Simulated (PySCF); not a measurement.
C₃H₁₀FPSi₂.
SMILES with atom numbers: `[CH2:1]=[CH:2][CH2:3][Si@@H:4]([F:5])[SiH2:6][PH2:7]` (hydrogens: H8, H9 on C1; H10 on C2; H11, H12 on C3; H13 on Si4; H14, H15 on Si6; H16, H17 on P7)

Geometry (GFN2-xTB, Å), atoms numbered from 1 in this order:
```xyz
17
C3H10FPSi2 angstrom
C     -1.570   -1.550    0.452
C     -1.958   -0.334    0.105
C     -1.387    0.429   -1.041
Si     0.015    1.577   -0.431
F     -0.681    2.685    0.526
Si     1.532    0.446    0.900
P      2.242   -1.400   -0.165
H     -1.989   -2.064    1.300
H     -0.824   -2.086   -0.113
H     -2.704    0.188    0.689
H     -0.981   -0.262   -1.780
H     -2.169    1.016   -1.525
H      0.487    2.405   -1.542
H      2.678    1.293    1.276
H      0.986   -0.056    2.169
H      2.945   -0.719   -1.143
H      3.371   -1.557    0.612
```

Computed, not measured: TDDFT B3LYP/def2-SVPD, vertical, gas phase, core orbitals frozen in the response in PySCF.

Ground-to-excited transition dipoles (e·a0, same axes as the geometry; the sign carries no meaning), for the states with f of 0.002 or more among the lowest 8:

```tsv
state	E (hartree)	μx	μy	μz
S1	0.1905	0.184	0.268	-0.067
S2	0.2003	0.011	-0.495	-0.169
S4	0.2266	0.049	-0.044	-0.182
S5	0.2291	-0.003	0.149	0.114
S6	0.2347	0.070	0.214	-0.030
S7	0.2353	-0.054	0.254	-0.079
S8	0.2370	-0.159	-0.450	0.306
```

**Question.** What oscillator strength does each state have?

**Answer.** f = (2/3) ΔE |μ|² with ΔE in hartree (27.2114 eV).

| state | \|μ\|² (au) | \|μ\| (D) | f |
| --- | --- | --- | --- |
| S1 | 0.110 | 0.84 | 0.014 |
| S2 | 0.274 | 1.33 | 0.037 |
| S4 | 0.037 | 0.49 | 0.006 |
| S5 | 0.035 | 0.48 | 0.005 |
| S6 | 0.052 | 0.58 | 0.008 |
| S7 | 0.074 | 0.69 | 0.012 |
| S8 | 0.322 | 1.44 | 0.051 |

**Question.** Which bond between heavy atoms lies closest to the direction of the S8 transition dipole?

**Answer.** C2–C3, at 22° from it; next C1–C2 at 38°.

**Question.** What angle do the transition dipoles of S1 and S2 make?

**Answer.** |cos θ| = |μa·μb| / (|μa| |μb|) = 0.69, so θ ≈ 47° (taken between 0 and 90°, since the signs are arbitrary).

**Question.** What peak molar absorption coefficient would the strongest computed level give as a lone Gaussian band 0.4 eV wide at half height?

**Answer.** ε(max) = 2.175×10⁸ f / FWHM, with the width in cm⁻¹. S8: 2.175×10⁸ × 0.0508 / 3226 ≈ 3400 L mol⁻¹ cm⁻¹.

One conformer stands for the species.
